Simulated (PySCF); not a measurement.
Simulated C 1s region for `CC(=O)N[SiH2]N(C)C`, binding energy against the vacuum level.

Every computed line was given a Gaussian of 0.5 eV full width at half maximum and an area set by the number of equivalent atoms; the highest printed point is 100. Level of theory: delta-SCF UKS SCAN, pcX-2 on the ionised atom, pcseg-1 elsewhere, spin-free X2C in PySCF.

binding energy (eV), intensity and a bar:
```
    290.3          0 
    290.4          0 
    290.5          2 #
    290.6          5 ##
    290.7         13 ####
    290.8         25 ########
    290.9         39 ############
    291.0         50 ###############
    291.1         54 ################
    291.2         56 #################
    291.3         62 ###################
    291.4         77 #######################
    291.5         94 ############################
    291.6        100 ##############################
    291.7         87 ##########################
    291.8         61 ##################
    291.9         35 ##########
    292.0         16 #####
    292.1          6 ##
    292.2          2 
    292.3          0 
    292.4          0 
    292.5          0 
    292.6          0 
    292.7          0 
    292.8          0 
    292.9          1 
    293.0          3 #
    293.1          7 ##
    293.2         16 #####
    293.3         29 #########
    293.4         42 #############
    293.5         49 ###############
    293.6         46 ##############
    293.7         34 ##########
    293.8         20 ######
    293.9         10 ###
    294.0          4 #
    294.1          1 
    294.2          0
```

Q: Count the maxima, the lines and the sites behind this envelope.

A: The curve has 2 maxima (at 291.6 and 293.5 eV). Under it lie 3 lines from 3 inequivalent carbon sites. At this width some lines have no maximum of their own.

Q: Decompose the envelope and assign each component. Numbering: `[CH3:1][C:2](=[O:3])[NH:4][SiH2:5][N:6]([CH3:7])[CH3:8]`.

A: 
```
position (eV)  relative area  line  atoms                       environment
       291.05              1  C 1s     C1  methyl carbon next to a carbonyl
       291.59              2  C 1s  C7/C8                   N-methyl carbon
       293.52              1  C 1s     C2             amide carbonyl carbon
```

The listed C 1s values span 2.47 eV, from C1 (bonded to C and 3 H) to C2 (bonded to O (double bond), N and C).

The curve has no shake-up lines and no vibrational structure. One atom of each set of topologically equivalent atoms was ionised and stands for the set; in this conformer not all members are related by symmetry, and their own values weren't computed. The unrestricted hole states depart most from a pure doublet (⟨S²⟩ = 0.75; over 0.85 named) for C 1s of C2 (0.90), which makes this value less certain. Isolated species at its PBE0-D3(BJ)/def2-SVP geometry (one conformer only).

Conformer computed: `[CH3:1][C:2](=[O:3])[NH:4][SiH2:5][N:6]([CH3:7])[CH3:8]`: C1–C2–N4–Si5 180°, C2–N4–Si5–N6 180°, N4–Si5–N6–C7 86°.
